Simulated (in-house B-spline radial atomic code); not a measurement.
# Ionising Rh6+ with different functionals

Computed with a radial B-spline atomic code at the basis-set limit: four-component Dirac-Coulomb Hamiltonian, Fermi nucleus of rms radius 4.4945 fm, spin-restricted, spherical fractional occupations for the functionals. The ionisation energy is the difference of two self-consistent energies, [Kr] 4d3 → [Kr] 4d2, without Breit or QED terms; ε is the level of the shell that loses the electron (mean over j). The electron is taken from both j subshells in proportion to 2j + 1, so the result is a j average, not the step between ground levels.

Hybrids are left out here: with spherical fractional occupations of an open shell their exact exchange keeps a self-interaction that integer-occupation calculations don't have.

```json
{"method": "LDA VWN5", "rung": "LDA", "ΔSCF (eV)": "97.15", "-ε(4d) (eV)": "88.17"}
{"method": "relativistic LDA", "rung": "LDA", "ΔSCF (eV)": "97.17", "-ε(4d) (eV)": "88.19"}
{"method": "LDA PW92", "rung": "LDA", "ΔSCF (eV)": "97.14", "-ε(4d) (eV)": "88.16"}
{"method": "LDA exchange-only", "rung": "LDA", "ΔSCF (eV)": "95.32", "-ε(4d) (eV)": "86.36"}
{"method": "PBE", "rung": "GGA", "ΔSCF (eV)": "?", "-ε(4d) (eV)": "?"}
{"method": "PBEsol", "rung": "GGA", "ΔSCF (eV)": "96.93", "-ε(4d) (eV)": "87.95"}
{"method": "BLYP", "rung": "GGA", "ΔSCF (eV)": "96.79", "-ε(4d) (eV)": "87.81"}
{"method": "RPBE", "rung": "GGA", "ΔSCF (eV)": "96.93", "-ε(4d) (eV)": "87.95"}
{"method": "PW91", "rung": "GGA", "ΔSCF (eV)": "97.06", "-ε(4d) (eV)": "88.07"}
{"method": "BP86", "rung": "GGA", "ΔSCF (eV)": "97.01", "-ε(4d) (eV)": "88.03"}
{"method": "AM05", "rung": "GGA", "ΔSCF (eV)": "?", "-ε(4d) (eV)": "?"}
{"method": "OLYP", "rung": "GGA", "ΔSCF (eV)": "97.33", "-ε(4d) (eV)": "88.31"}
```

Q: What does PBE give?

A: ΔSCF 96.97 eV, and -ε(4d) = 87.98 eV.

Q: What does AM05 give?

A: ΔSCF 96.95 eV, and -ε(4d) = 87.96 eV.

Q: How do they compare with the NIST value?

A: NIST lists 97 eV ± 2 (tabulated theory, ground level to ground level). Errors run from -1.68 to +0.33 eV; all lie within about twice that uncertainty, so the table can't rank the methods.
